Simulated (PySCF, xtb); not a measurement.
CH₆O₃Si₂, SMILES O=C([SiH2]O)[SiH2]O. Other conformers were not sampled.

Harmonic wavenumbers (cm⁻¹) from GFN2-xTB run with xtb at its own minimum, in rising order: 51, 53, 99, 161, 211, 242, 269, 311, 392, 447, 485, 586, 591, 609, 672, 690, 769, 782, 815, 850, 906, 925, 936, 1642, 2290, 2302, 2313, 2319, 3589, 3592.

Question: What does ωB97X-D3(BJ)/def2-SVP in PySCF 2.14.0 give at its own minimum? (An estimate is asked for; the answer gives what the named calculation found.)

Answer: 60, 65, 125, 215, 251, 255, 415, 417, 445, 499, 504, 724, 728, 741, 780, 828, 883, 923, 948, 984, 1003, 1014, 1019, 1722, 2264, 2269, 2269, 2276, 3803, 3806. Paired by order, the mean absolute difference is 88 cm⁻¹ and the zero-point energies are 42.7 and 46.1 kcal/mol.
